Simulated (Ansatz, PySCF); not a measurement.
Process, species as SMILES: OCC(F)(F)F + 4 C (CH4) → CC (C2H6) [ethane] + 3 CF (CH3F) [fluoromethane] + CO (CH4O) [methanol]
Structures are relaxed separately at B3LYP-D3(BJ)/def2-TZVP in Ansatz (a first-principles code), one conformer each, not searched for the lowest. Frequencies are from Ansatz or PySCF.
Geometry of the first species:
```xyz
9

O     -1.9900    -0.0442     0.2811
C     -0.8259     0.7250     0.4424
C      0.4169    -0.0080    -0.0350
F      0.3021    -0.3471    -1.3409
F      1.5044     0.7780     0.0857
F      0.6476    -1.1369     0.6499
H     -2.1371    -0.2001    -0.6591
H     -0.7094     0.9253     1.5067
H     -0.8661     1.6794    -0.0933
```
Charge 0, spin multiplicity 1.

Wanted: bond separation energy (enthalpy at 298 K, with B3LYP-D3(BJ) rigid-rotor harmonic-oscillator terms), in kcal/mol. Valence correlation only, unless marked. Spin-orbit coupling is left out. No relativistic terms. CBS(X,Y): correlation extrapolated as X^-3; Hartree-Fock from the larger set. The bracket is a focal-point correction in the basis named.

From measured enthalpies of formation at 298 K: 46.0 kcal/mol (OCC(F)(F)F -212.3, CRC Handbook; C (CH4) -17.8, ATcT 1.112; CC (C2H6) -20.0, ATcT 1.112; CF (CH3F) -56.5, ATcT 1.112; CO (CH4O) -48.0, ATcT 1.112). It holds spin-orbit effects, and any other conformers, which the calculations lack, and core correlation, which the frozen-core levels lack. This is an older compilation, not checked against later work.

| level | program | bond separation energy (kcal/mol) | error against measurement |
|---|---|---|---|
| HF/6-31G* | Ansatz | 51.0 | 5.0 |
| HF/def2-TZVPD | PySCF | 41.6 | -4.4 |
| PBE-D4/def2-TZVPD | Ansatz + dftd4 | 44.6 | -1.4 |
| revPBE-D4/def2-TZVPD | Ansatz + dftd4 | 43.2 | -2.8 |
| revPBE/def2-TZVPD | Ansatz | 40.9 | -5.1 |
| B3LYP/def2-TZVPD | Ansatz | 41.0 | -5.0 |
| PBE0-D4/def2-TZVPD | Ansatz + dftd4 | 45.3 | -0.7 |
| PBE0/def2-TZVP | Ansatz | 47.0 | 1.0 |
| r2SCANh-D4/def2-TZVPD | Ansatz + dftd4 | 49.5 | 3.5 |
| r2SCAN0/def2-TZVPD | Ansatz | 48.9 | 2.9 |
| HSE06-D4/def2-TZVPD | Ansatz + dftd4 | 45.3 | -0.7 |
| CAM-B3LYP/def2-TZVPD | Ansatz | 43.7 | -2.3 |
| LC-wPBE-D4/def2-TZVPD | Ansatz + dftd4 | 45.8 | -0.2 |
| B2PLYP-D4/def2-TZVPD | Ansatz + dftd4 | 43.7 | -2.3 |
| PBE-QIDH/def2-TZVPD | Ansatz | 46.5 | 0.5 |
| RPA@PBE/cc-pVQZ | Ansatz | 42.4 | -3.6 |
| RI-MP2/cc-pVQZ | Ansatz | 47.5 | 1.5 |
| SCS-MP2/6-31G | Ansatz | 44.0 | -2.0 |
| SCS-MP2/cc-pVDZ | Ansatz | 51.4 | 5.4 |
| CCSD/aug-cc-pVDZ | Ansatz | 41.6 | -4.4 |
| RI-MP2/CBS(cc-pVTZ,cc-pVQZ)+[CCSD(T)-MP2]/cc-pVTZ | Ansatz | 45.8 | -0.2 |
